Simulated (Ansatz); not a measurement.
Cost and result up the ladder for In₆Sb₄Br₆ (the lowest singlet isomer of a short search) (16 atoms). The state is a singlet with charge 0. Geometry: PBE-D4/def2-SVP.

Cartesian coordinates in Å:
```
In 3.634 -0.743 1.082
In 2.129 2.925 -0.071
In 0.621 -2.583 -1.572
In -2.225 -1.295 0.343
In 0.360 -0.400 3.671
In -1.138 1.226 -1.587
Sb -1.232 2.035 2.138
Sb -3.762 0.685 1.710
Sb 0.413 -0.080 0.508
Sb -2.955 2.783 -0.069
Br 0.756 -4.558 -3.229
Br 2.661 1.261 3.157
Br 0.512 2.267 -3.258
Br 4.467 1.405 -0.627
Br -1.884 -3.858 0.338
Br -2.357 -1.070 -2.535
```

Ansatz on 2 threads of AMD EPYC 7R13 on a shared host and a share (18 GiB) of an NVIDIA H100 80GB HBM3. Times are rough, and most runs start from the orbitals of an earlier one. No level here is sound enough to serve as a yardstick. Binding counts from free atoms at the same level (In doublet, Sb quartet, Br doublet; other spins of the atoms weren't run), without zero-point energy or a counterpoise term.

In the def2 sets In, Sb take a core potential; there is no spin–orbit coupling. Correlated methods freeze 94 core orbitals; core or outer-core shells of In, Sb, Br are correlated, in sets that lack core-valence functions. The rows differ in basis, and correlated rows in double-zeta sets carry the largest basis error. Single mean-field runs in def2-SVP, def2-TZVP are fitted with def2-universal-jkfit. The structure comes from a short search, and lower isomers may exist.

Correlated methods converge slowly with the basis, most of all in double-zeta sets.

| level | functions | wall time | binding energy per atom (eV) |
| --- | --- | --- | --- |
| HF/def2-SVP | 452 | 3.6 s | 1.27 |
| r2SCAN-D4/def2-SVP | 452 | 4.7 s | 2.39 |
| PBE-D4/def2-SVP (with forces) | 452 | 5 s | 2.51 |
| PBE0-D4/def2-SVP | 452 | 6 s | 2.41 |
| PBE-D4/def2-TZVP | 788 | 6 s | 2.51 |
| PBE0-D4/def2-TZVP | 788 | 7.5 s | 2.42 |
| MP2/def2-SVP | 452 | 12 s | 2.23 |
| RPA@PBE/def2-SVP | 452 | 15 s | 1.88 |
